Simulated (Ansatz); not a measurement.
Cost and result for the atomization energy of AsGaH₅N (`N[AsH][GaH2]`) (8 atoms, 7 bonds).

Total charge 0; spin multiplicity 1. Correlated methods include outer-core shells of As, Ga, which these sets cover unevenly. Scalar relativity is left out up to krypton. All single points use the PBE0-D4/def2-TZVP geometry. It is one conformer, not always the lowest. Program: Ansatz. All runs use 4 threads of an Arm Neoverse V1 on a shared host. Times are those of one run each, without the atoms' runs, and a repeat can differ threefold. Electronic energies, without spin–orbit coupling; frozen cores. CCSD(T)/CBS adds CCSD(T) − MP2 in def2-TZVPP to the MP2 limit, and its time is that of the two runs behind it. T1 = 0.013. With those shells the extrapolation isn't a true limit. B3LYP takes the VWN-RPA correlation (the form of Gaussian; ORCA's B3LYP/G).

CCSD(T)/CBS is a level of theory with its own doubt, some kJ/mol a heavy atom from the limit and from the frozen cores, so smaller differences don't rank the functionals.

```tsv
level	functions	wall time
BLYP-D4/def2-TZVPP	197	1.6 s
revPBE-D4/def2-TZVPP	197	1.6 s
BHLYP-D4/def2-TZVPP	197	2.6 s
CAM-B3LYP-D4/def2-TZVPP	197	3.1 s
B3LYP-D4/def2-TZVPP (with forces)	197	3.7 s
B2PLYP/def2-TZVPP	197	4 s
r2SCANh-D4/def2-TZVPP	197	4.3 s
CCSD(T)/def2-SVP	103	5 s
ωB97X-V/def2-TZVPP	197	7 s
B97M-V/def2-TZVPP	197	7.5 s
MP2/def2-QZVPP	385	18 s
CCSD(T)/def2-TZVPP	197	81 s
CCSD(T)/CBS(def2)	–	99 s
```

Q: What atomization energy does each give, and how far from CCSD(T)/CBS? (An estimate is asked.)

A: The calculation gave: 
```csv
level,atomization (kJ/mol),difference from CCSD(T)/CBS,per bond
BLYP-D4/def2-TZVPP,2068.9,6.0,0.9
revPBE-D4/def2-TZVPP,2029.4,-33.5,-4.8
BHLYP-D4/def2-TZVPP,2003.2,-59.7,-8.5
CAM-B3LYP-D4/def2-TZVPP,2073.4,10.5,1.5
B3LYP-D4/def2-TZVPP (with forces),2068.7,5.8,0.8
B2PLYP/def2-TZVPP,2029.5,-33.4,-4.8
r2SCANh-D4/def2-TZVPP,2039.0,-23.9,-3.4
CCSD(T)/def2-SVP,1861.1,-201.8,-28.8
ωB97X-V/def2-TZVPP,2090.6,27.7,4.0
B97M-V/def2-TZVPP,2081.1,18.2,2.6
MP2/def2-QZVPP,2022.1,-40.8,-5.8
CCSD(T)/def2-TZVPP,2004.4,-58.5,-8.4
CCSD(T)/CBS(def2),2062.9,0.0,0.0
```

From PBE to PBE0 (25 % exact exchange), in def2-TZVPP and without D4, the atomization energy moves by −40.6 kJ/mol: exact exchange takes away binding that semilocal exchange gives to molecules. The D4 term adds +26.7 kJ/mol with B3LYP and +13.8 kJ/mol with PBE0; it sums over pairs of atoms, weighted by their polarisabilities, and B3LYP, whose exchange is more repulsive, gets the larger term. In def2-TZVPP, CCSD(T) changes the Hartree–Fock value by +683.6 kJ/mol (the triples alone add +34.3 kJ/mol) and MP2 by +666.7 kJ/mol; breaking electron pairs costs correlation energy, which Hartree–Fock lacks.
